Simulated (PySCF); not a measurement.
# RbN: script and output

Input:

```python
from pyscf import gto, dft
from pyscf.prop.polarizability import uhf as pol

mol = gto.M(
    atom='Rb 0 0 0; N 0 0 2.715',
    basis='jorge-dzp-dkh',
    charge=0,
    spin=2,
    symmetry=True,
    verbose=4,
)
mf = dft.UKS(mol, xc='scan')
mf = mf.sfx2c1e()
mf.kernel()
print('polarizability (a.u.)')
print(pol.Polarizability(mf).polarizability().round(4))
mf.dip_moment()
print('orbital energies (hartree):', [e[max(0, n-3):n+3].round(4) for e, n in zip(mf.mo_energy, mol.nelec)])
```

```bash
$ OMP_NUM_THREADS=1 python input.py
```

The log (some set-up lines and the per-cycle HOMO/LUMO lines with their warnings removed):

```
PySCF version 2.14.0

[INPUT] Symbol           X                Y                Z      unit          X                Y                Z       unit  Magmom
[INPUT]  1 Rb     0.000000000000   0.000000000000   0.000000000000 AA    0.000000000000   0.000000000000   0.000000000000 Bohr   0.0
[INPUT]  2 N      0.000000000000   0.000000000000   2.715000000000 AA    0.000000000000   0.000000000000   5.130606428194 Bohr   0.0

nuclear repulsion = 50.4813619257017
point group symmetry = Coov
symmetry origin: [0.         0.         0.81623284]
symmetry axis x: [1. 0. 0.]
symmetry axis y: [0. 1. 0.]
symmetry axis z: [0. 0. 1.]
num. orbitals of irrep A1 = 23
num. orbitals of irrep E1x = 11
num. orbitals of irrep E1y = 11
num. orbitals of irrep E2x = 3
num. orbitals of irrep E2y = 3
number of shells = 23
number of NR pGTOs = 123
number of NR cGTOs = 51
basis = jorge-dzp-dkh
ecp = {}

******** <class 'pyscf.x2c.sfx2c1e.sfX2C1eSymAdaptedUKS'> ********
method = sfX2C1eSymAdaptedUKS
initial guess = minao
damping factor = 0
level_shift factor = 0
DIIS = <class 'pyscf.scf.diis.CDIIS'>
SCF conv_tol = 1e-09
SCF max_cycles = 50
number electrons alpha = 23  beta = 21
XC functionals = scan

grids dens level: 3

******** <class 'pyscf.x2c.sfx2c1e.SpinFreeX2CHelper'> ********
approx = 1e
xuncontract = 1
Freeze 0 electrons in irreps []
    44 free electrons in irreps A1 E1x E1y E2x E2y
tot grids = 35816
init E= -3035.39241449502

cycle= 1 E= -3035.58546048875  delta_E= -0.193  |g|= 0.232  |ddm|= 1.15
cycle= 2 E= -3034.32010010241  delta_E= 1.27  |g|= 1.04  |ddm|= 1.78
cycle= 3 E= -3035.63062036462  delta_E= -1.31  |g|= 0.0262  |ddm|= 1.76
cycle= 4 E= -3035.59968649503  delta_E= 0.0309  |g|=  0.2  |ddm|= 0.777
cycle= 5 E= -3035.61215151418  delta_E= -0.0125  |g|= 0.164  |ddm|= 0.0922
cycle= 6 E= -3035.62194587791  delta_E= -0.00979  |g|= 0.127  |ddm|= 0.0935
cycle= 7 E= -3035.63646033478  delta_E= -0.0145  |g|= 0.0089  |ddm|= 0.321
cycle= 8 E= -3035.63623314746  delta_E= 0.000227  |g|= 0.0183  |ddm|= 0.0396
cycle= 9 E= -3035.63651576488  delta_E= -0.000283  |g|= 0.00204  |ddm|= 0.0444
cycle= 10 E= -3035.63651958047  delta_E= -3.82e-06  |g|= 0.000694  |ddm|= 0.00759
cycle= 11 E= -3035.63651942983  delta_E= 1.51e-07  |g|= 0.000746  |ddm|= 0.00313
cycle= 12 E= -3035.6365199228  delta_E= -4.93e-07  |g|= 0.000272  |ddm|= 0.00173
cycle= 13 E= -3035.63651999483  delta_E= -7.2e-08  |g|= 1.6e-05  |ddm|= 0.000806
cycle= 14 E= -3035.63651999507  delta_E= -2.43e-10  |g|= 3.12e-06  |ddm|= 5.86e-05
Extra cycle  E= -3035.63651999493  delta_E= 1.41e-10  |g|= 1.28e-05  |ddm|= 3.93e-05
converged SCF energy = -3035.63651999493  <S^2> = 2.2790889  2S+1 = 3.1806219
polarizability (a.u.)
Isotropic polarizability 168.00311931
Polarizability anisotropy 148.556424494
[[118.4843   0.      -0.    ]
 [  0.     118.4843  -0.    ]
 [ -0.      -0.     267.0407]]
Dipole moment(X, Y, Z, Debye):  0.00000,  0.00000, -5.20317
orbital energies (hartree): [array([-0.2022, -0.2022, -0.1664, -0.0491, -0.008 , -0.008 ]), array([-0.6056, -0.4631, -0.0909, -0.0616, -0.0303, -0.0303])]
```

In short: E(SCF) = -3035.636520 Eh, 14 cycles, ⟨S²⟩ = 2.279, μz(SCF) = -5.20 D, α(xx, yy, zz) = 118.5, 118.5, 267.0 bohr³.

It ran on Arm Neoverse N1 (1 thread, shared host) in 29 s, peak memory 0.28 GiB.

The bond length is a typed value, not an optimised one. No search for the lowest solution was made.
